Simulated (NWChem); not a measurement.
BaO; SMILES [O]=[Ba]

Computed with NWChem. All runs use the structure optimised with PBE0-D3(BJ)/def2-TZVP. def2 effective core potentials on Ba; no spin-orbit coupling. B3LYP is NWChem's, with the RPA form of VWN correlation. Static field.

```json
[
 {"level": "PBE/def2-SVPD", "isotropic polarisability (bohr³)": "49.6", "anisotropy (bohr³)": "60.9"},
 {"level": "B3LYP/def2-SVPD", "isotropic polarisability (bohr³)": "45.7", "anisotropy (bohr³)": "52.1"},
 {"level": "BHandHLYP/def2-SVPD", "isotropic polarisability (bohr³)": "40.8", "anisotropy (bohr³)": "42.4"},
 {"level": "CAM-B3LYP/def2-SVPD", "isotropic polarisability (bohr³)": "42.5", "anisotropy (bohr³)": "43.8"}
]
```
